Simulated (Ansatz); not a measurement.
Basis-set extrapolation for `C[C@@H]1CCC[C@@H]1C` (PBE0-D4/def2-TZVP geometry, frozen core, Ansatz). Multiplicity 1, RHF reference.

```
                      def2-TZVPP   def2-QZVPP
                 HF  -273.329527  -273.342048
    MP2 correlation    -1.221189    -1.295726
CCSD(T) correlation    -1.343490      not run
```

Energies in hartree. Use E(X) = E(∞) + A·exp(−7.88·√X) for Hartree–Fock and E(X) = E(∞) + B·X^(−2.97) for correlation, with X = 3 and 4, and add CCSD(T) minus MP2 of the smaller set to the MP2 limit.

Problem. What is the CCSD(T) energy at the basis-set limit?

Solution. HF limit: -273.342048 + (-0.012521) × 0.13774 = -273.34377. MP2 limit: -1.295726 + (-0.074537) × 0.74074 = -1.35094. Higher-order term: -1.343490 − (-1.221189) = -0.12230. Total: -274.81701 hartree, 3.92 eV below CCSD(T)/def2-TZVPP.
